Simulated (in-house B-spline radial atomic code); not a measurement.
# Cs IX (Cs8+): [Ar] 3d9 4s2 4p6 4d10 5s1 6p1 (an excited or competing configuration)

Computed with an all-electron radial atomic-structure program (B-spline basis): Dirac-Hartree-Fock, average of configuration, Fermi nucleus of rms radius 4.8041 fm.

Z_r = [3n² - l(l+1)]/(2<r>); Z_e = n√(-2ε); the last column is Slater's effective charge. Values are occupation-weighted means over j. An effective charge above Z reflects the relativistic contraction of the inner shells.

| shell | electrons | ε (eV) | <r> (bohr) | Z_r | Z_e | Slater |
| --- | --- | --- | --- | --- | --- | --- |
| 1s | 2 | -36364 | 0.0261 | 57.46 | 51.70 | 54.70 |
| 2s | 2 | -5951.9 | 0.1115 | 53.82 | 41.83 | 50.85 |
| 2p | 6 | -5359.1 | 0.09796 | 51.04 | 39.69 | 50.85 |
| 3s | 2 | -1399.5 | 0.2955 | 45.68 | 30.43 | 43.75 |
| 3p | 6 | -1202.3 | 0.2933 | 42.62 | 28.20 | 43.75 |
| 3d | 9 | -915.25 | 0.2722 | 38.58 | 24.61 | 34.20 |
| 4s | 2 | -382.78 | 0.6811 | 35.24 | 21.22 | 28.10 |
| 4p | 6 | -315.58 | 0.7185 | 32.01 | 19.26 | 28.10 |
| 4d | 10 | -213.68 | 0.7856 | 26.73 | 15.85 | 16.85 |
| 5s | 1 | -133.56 | 1.478 | 25.38 | 15.67 | 12.70 |
| 6p | 1 | -61.883 | 2.925 | 18.12 | 12.80 | 9.15 |

The least bound orbital is 6p3/2 at -61.5 eV, and it is also the most diffuse (<r> = 2.943 bohr). The part-filled 3d shell lies below the filled 4d shell in orbital energy.

Spin-orbit splittings of the orbital energies (j = l + 1/2 above j = l - 1/2 when positive): 2p 353.8 eV, 3p 70.57 eV, 3d 14.84 eV, 4p 15.21 eV, 4d 2.676 eV, 6p 1.159 eV.

For the 1s electron the small component carries 4.12 % of the norm, the zero-frequency Breit interaction raises the level by 92.28 eV, self-energy by 53.22 eV, and vacuum polarisation lowers it by 7.573 eV.
